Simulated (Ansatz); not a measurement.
Ideal-gas functions of CH$_{3}$F$_{2}$GaO (`FC(F)[O][GaH2]`) at 500 K and 1 bar, from an Ansatz frequency run at PBE0-D4/def2-TZVP.

Molar mass 138.75 g/mol, point group C1 (symmetry number 1), electronic degeneracy 1, moments of inertia 63.736, 245.008, 268.925 u Å². Harmonic wavenumbers (cm⁻¹, unscaled): 60, 126, 264, 407, 457, 509, 605, 644, 691, 737, 851, 1107, 1298, 1330, 1415, 2033, 2043, 3107.

Use S(trans) = R[1.5 ln M + 2.5 ln T − 1.1517]; rotational temperatures θ = 24.2544 K / I; S(rot) = R[ln(√π/σ · √(T³/θAθBθC)) + 1.5]; for each mode x = 1.438777 ν̃/T, S = R[x/(eˣ − 1) − ln(1 − e⁻ˣ)] and H = RT x/(eˣ − 1); 1 cm⁻¹ = 0.0119627 kJ/mol; R = 8.31446 J/(mol·K).

By hand: the entropy, in J/(mol·K).

Translation 181.1. Rotation: θ = 0.3805, 0.099, 0.0902 K, giving 118.4. Vibration, mode by mode: 22.93, 16.80, 10.80, 7.46, 6.61, 5.85, 4.68, 4.28, 3.85, 3.47, 2.68, 1.49, 0.96, 0.89, 0.73, 0.16, 0.16, 0.01, in all 93.8. Electronic 0.0. Sum 393.3 J/(mol·K).

By hand: H − E and G − E in kJ/mol, counted from the electronic energy.

Zero-point energy ½ × 17684 × 0.0119627 = 105.8; thermal vibration 24.2; translation, rotation and pV give 4 RT = 16.6. H − E = 146.6 kJ/mol, and G − E = 146.6 − 500 × 393.3/1000 = -50.1 kJ/mol.

Vibration gives 24 % of the entropy, 39.7 J/(mol·K) of it from the modes under 150 cm⁻¹: soft modes count most, and the harmonic formula is weakest for them. The sum counts one conformer and one mirror image; others add a mixing term.
